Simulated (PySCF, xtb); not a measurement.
CH3Si, SMILES C=[SiH] (connectivity only; charge and spin as stated), charge +1, multiplicity 1.

GFN2-xTB in xtb at its own geometry gives an orbital gap of 2.41 eV.

Geometry: r2SCAN-D4/def2-TZVP. The geometry has at least one imaginary mode, so it is a saddle point at that level. The spin state was assumed, not searched. The isomer is the one that the SMILES or the coordinates give; other isomers of the formula were not compared.

### Question
What does PBE/def2-TZVPD (PySCF) give? (The exact figures need the calculation; the answer reports its results.)

### Answer
gap 2.17 eV (levels -12.58 and -10.41 eV).
